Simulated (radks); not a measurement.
Task: Xe27+, 27 electrons, occupied as [Ar] 3d9 (the NIST ground configuration). Calculated with a radial shooting solver on a logarithmic mesh with Libxc functionals: Dirac Kohn-Sham, PBE, spin-unpolarised, spherical densities, point nucleus; open shells are shared between the two j in proportion to 2j + 1. Some entries of the table are withheld. Estimate them.

orbital,occ.,eigenvalue (eV),<1/r> (bohr^-1)
1s1/2,2,-35322.24,58.13
2s1/2,2,-6292.533,13.63
2p1/2,2,-5974.962,(1)
2p3/2,4,-5648.438,(2)
3s1/2,2,-1969.456,4.997
3p1/2,2,(3),(4)
3p3/2,4,(5),(6)
3d3/2,3.6,(7),4.516
3d5/2,5.4,(8),4.447

Result: 
(1) 2p1/2 <1/r> (bohr^-1): 13.60
(2) 2p3/2 <1/r> (bohr^-1): 12.50
(3) 3p1/2 eigenvalue (eV): -1839.005
(4) 3p1/2 <1/r> (bohr^-1): 4.917
(5) 3p3/2 eigenvalue (eV): -1773.071
(6) 3p3/2 <1/r> (bohr^-1): 4.647
(7) 3d3/2 eigenvalue (eV): -1548.932
(8) 3d5/2 eigenvalue (eV): -1534.550
